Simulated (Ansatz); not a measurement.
Cost and result up the ladder for closo-2-SB4 (no H on S) (B4H4S) (9 atoms). Charge 0, multiplicity 1. Geometry: PBE-D4/def2-SVP.

```xyz
9

S    -0.6935   -0.2380    1.2694
B     0.9450    0.0005    0.0905
B    -0.0470    1.3193    0.3324
B    -0.0437   -1.3505   -0.1665
B    -0.5961    0.1191   -0.7292
H     2.1250   -0.0902    0.3184
H    -0.1692    2.4654    0.6642
H    -0.0721   -2.5483   -0.2226
H    -1.4485    0.3227   -1.5566
```

Ansatz on 4 threads of Arm Neoverse V2 on a shared host. Times are rough, and most runs start from the orbitals of an earlier one. ωB97M-V/def2-TZVP serves as the yardstick here, not as an exact answer. Differences are given only for rows in sets of like size (and for xTB, whose basis is part of the method), since another set adds its own error. Binding counts from free atoms at the same level (S triplet, B doublet, H doublet; other spins of the atoms weren't run), without zero-point energy or a counterpoise term.

LC-ωPBE has ω = 0.4 bohr⁻¹. B3LYP takes the VWN-RPA correlation. Correlated methods freeze 9 core orbitals.

Run but left out: HF/STO-3G, HF/6-31G (restricted singlet, unstable in another Hartree–Fock run and untested here).

Correlated methods converge slowly with the basis.

| level | functions | wall time |
| --- | --- | --- |
| B3LYP-D4/6-31G | 57 | 0.55 s |
| PBE-D4/def2-SVP | 94 | 0.6 s |
| PBE0-D4/def2-SVP | 94 | 0.6 s |
| revPBE-D4/def2-TZVP | 185 | 1.1 s |
| PBE-D4/def2-TZVP (with forces) | 185 | 1.4 s |
| MP2/def2-TZVP | 185 | 1.4 s |
| LC-ωPBE/def2-TZVP | 185 | 1.5 s |
| CAM-B3LYP-D4/def2-TZVP | 185 | 1.8 s |
| PBE-D4/def2-TZVPD | 230 | 2 s |
| PBE0-D4/def2-TZVPD | 230 | 2.3 s |
| r2SCANh-D4/def2-TZVP | 185 | 2.5 s |
| r2SCAN-D4/def2-TZVPD | 230 | 3.8 s |
| ωB97M-V/def2-TZVP | 185 | 4.7 s |
| CCSD(T)/def2-TZVPP | 222 | 35 s |

(1) Estimate what each level gives for the binding energy per atom (eV).

## Answers

(1) 
```
                         level  binding energy per atom (eV)  difference from ωB97M-V/def2-TZVP (eV)                  remarks
                B3LYP-D4/6-31G                          3.58                                       –                        –
               PBE-D4/def2-SVP                          4.00                                       –                        –
              PBE0-D4/def2-SVP                          3.93                                       –                        –
           revPBE-D4/def2-TZVP                          3.86                                    0.05                        –
PBE-D4/def2-TZVP (with forces)                          3.96                                    0.15                        –
                 MP2/def2-TZVP                          3.79                                   -0.02  restricted SCF unstable
             LC-ωPBE/def2-TZVP                          3.83                                    0.02                        –
        CAM-B3LYP-D4/def2-TZVP                          3.77                                   -0.04                        –
             PBE-D4/def2-TZVPD                          3.96                                    0.15                        –
            PBE0-D4/def2-TZVPD                          3.89                                    0.08                        –
          r2SCANh-D4/def2-TZVP                          3.88                                    0.07                        –
          r2SCAN-D4/def2-TZVPD                          3.91                                    0.10                        –
             ωB97M-V/def2-TZVP                          3.81                                    0.00                        –
            CCSD(T)/def2-TZVPP                          3.66                                   -0.15  restricted SCF unstable
```
